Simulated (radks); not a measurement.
Values are calculated unless marked as measured or tabulated.
Charge is removed step by step from the 6s down level of neutral ytterbium, starting from [Xe] 4f14 6s(up 1, down 1). Code: a radial shooting solver on a logarithmic mesh with Libxc functionals. Model: non-relativistic Kohn-Sham, PBE, spin-polarised, spherical densities, point nucleus; relativity is left out, which matters for an element this heavy.

| removed (e) | E - E(0) (eV) | eigenvalue (eV) | E minus straight line (eV) |
|---|---|---|---|
| 0 | 0.000 | -3.604 | 0.000 |
| 0.25 | 1.036 | -4.693 | -0.421 |
| 0.5 | 2.349 | -5.813 | -0.566 |
| 0.75 | 3.946 | -6.976 | -0.426 |
| 1 | 5.830 | -7.876 | 0.000 |

Removing the whole electron costs 5.830 eV by Delta-SCF, against 3.604 eV from minus the eigenvalue at the starting occupation. Slater's transition state (half an electron removed) gives 5.813 eV. Integrating minus the eigenvalue over the occupation (Janak's theorem) gives 5.815 eV. The mean slope of the eigenvalue, de/dn, is 4.27 eV per electron. Ionisation energy of Yb in the NIST Atomic Spectra Database: 6.254 eV (measured).
